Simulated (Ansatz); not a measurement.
Stepwise reaction of `F[Si]([SiH3])([SiH3])Cl` with hydrogen, as a gas-phase model of exchange steps in deposition or etching. ΔE in kJ/mol; ΔG adds harmonic PBE0-D4 terms to CCSD(T)/CBS, at 1 bar.

Calculated with Ansatz (gas phase, PBE0-D4/def2-TZVP geometries, no zero-point term in ΔE). CCSD(T)/CBS is the MP2 limit (def2-TZVPP, def2-QZVPP) plus CCSD(T) − MP2 in def2-TZVPP, frozen cores. This one scheme is used for every species. DFT in def2-TZVPP. B3LYP here is the variant with VWN-RPA as its local correlation; programs differ in this.

| step | reaction | PBE-D4 | B3LYP-D4 | ωB97M-V | CCSD(T)/CBS | ΔG(400 K) |
| --- | --- | --- | --- | --- | --- | --- |
| 1 | `F[Si]([SiH3])([SiH3])Cl` + H₂ → `F[SiH]([SiH3])Cl` + SiH₄ | -4.7 | -19.2 | -25.8 | -21.6 | -19.5 |
| 2 | `F[SiH]([SiH3])Cl` + H₂ → `F[SiH2]Cl` + SiH₄ | -9.4 | -24.2 | -30.0 | -26.1 | -23.9 |

Task: By hand: ΔE of the 2 steps together at CCSD(T)/CBS.

Result: (-21.6) + (-26.1) = -47.7 kJ/mol, or -23.9 kJ/mol a step.

In ΔE the steps differ by no more than 4.5 kJ/mol. All are downhill at CCSD(T)/CBS. ΔG lies between -23.9 and -19.5 kJ/mol a step. PBE-D4 differs from CCSD(T)/CBS by 16.7 to 16.9 kJ/mol a step. Isolated molecules leave out the surface, adducts and barriers. Largest T1 diagnostic: 0.013.
